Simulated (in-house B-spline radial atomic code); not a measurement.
## RPA and G0W0 on TPSS: Xe IV (Xe3+)

Configuration [Kr] 4d10 5s2 5p3, highest spin, mean-field start TPSS. Computed with a B-spline radial code for spherical atoms: all electrons, non-relativistic, point nucleus, each spin shell either full or empty, empty states to l = 9 with an (l + 1/2)⁻⁴ tail; G0W0 by contour deformation at full frequency.

Without relativity these are model numbers: it shifts the levels of so heavy an element strongly and can reorder them.

Command:
```bash
python run_gw.py task.json out
```
Settings (radii: box in bohr, nucleus in fm):
```
Z                        54
electrons                51
configuration            [Kr] 4d10 5s2 5p3
hamiltonian              nr
method                   tpss,tpss
lmax                     9
spin_polarised           True
box_radius               14.14
intervals                53
```

Cost of the run: 4.7 s on 1 thread of Intel(R) Xeon(R) Platinum 8375C CPU @ 2.90GHz, with other jobs on the host.

Energies (hartree):

| term | value |
| --- | --- |
| mean-field total | -7232.09119 |
| Hartree-Fock functional on these orbitals | -7229.88622 |
| direct second order | -4.5425 |
| second-order exchange | 1.2428 |
| SOSEX correction | 1.154 |

Task: What is the RPA correlation energy, and what remains with SOSEX?

Result: RPA gives -3.9691 hartree (-2.12 eV per electron); RPA + SOSEX gives -2.8151, and the second-order doubles -3.2997 hartree (no singles). SOSEX takes back 29 % of the RPA value.

Quasi-particle levels (eV):

```csv
level,occupied,mean field,Σx - vxc,Σc,QP weight,G0W0
5p up,yes,-38.02,-4.91,?,?,?
5s down,yes,-46.13,-2.98,-2.71,0.936,-51.82
5p down,no,-34.80,6.60,-2.77,0.931,-30.97
```

G0W0 = mean field + (Σx - vxc) + Σc, with Σc (partial-wave tail included) taken at the quasi-particle energy. Only the outer levels were computed. Levels of low weight are left out.

Task: Where does G0W0 put 5p up?

Result: At -43.46 eV, with Σc = -0.53 eV and a quasi-particle weight of 0.929. The tabulated removal energy is 42.2 ± 0.2 eV (NIST, measured); the calculation leaves out relativity, Breit and QED terms, and what these don't explain is the method's own error.
